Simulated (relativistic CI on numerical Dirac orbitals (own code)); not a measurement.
## Co2+: 3p photoemission

Computed with this model: Dirac-Coulomb-Breit CI, separate exchange-only KLI orbitals for each configuration, model QED, multiplet model of photoemission in the sudden approximation, unscaled Slater integrals; configurations [Ar] 3d7 → [Ne] 3s2 3p5 3d7; 300 K; Lorentzian 0.56 eV and Gaussian 0.6 eV FWHM. Energies are those of the free ion, without screening or charge transfer. The energies are binding energies and can lie tens of eV above those of solids. S is read from ⟨S²⟩ = S(S + 1).

Field parameters in Wybourne normalisation: D3d B²₀ = −7Dσ, B⁴₀ = −14Dq − 21Dτ, B⁴₃ = −14√(10/7) Dq; D4h B²₀ = −7Ds, B⁴₀ = 21(Dq − Dt), B⁴₄ = 21√(5/14) Dq; Oh B⁴₀ = 21Dq, B⁴₄ = √(5/14) B⁴₀. The field is a parameter set, without covalency.

Peaks in eV (height, largest 100): 88.9 (100), 93.1 (63), 99.3 (44), 100.6 (15), 105.1 (11), 109.3 (22), 111.8 (45).

Q: Which surroundings give this spectrum?
A. D4h, 10Dq = 20700, Ds = 470, Dt = 410 cm⁻¹
B. D3d, 10Dq = 15600, Dσ = -610, Dτ = -320 cm⁻¹
C. Oh, 10Dq = 11500 cm⁻¹
D. D4h, 10Dq = 5600, Ds = 2350, Dt = -420 cm⁻¹

A: B. D3d, 10Dq = 15600, Dσ = -610, Dτ = -320 cm⁻¹, where the ground state has S = 1.50.
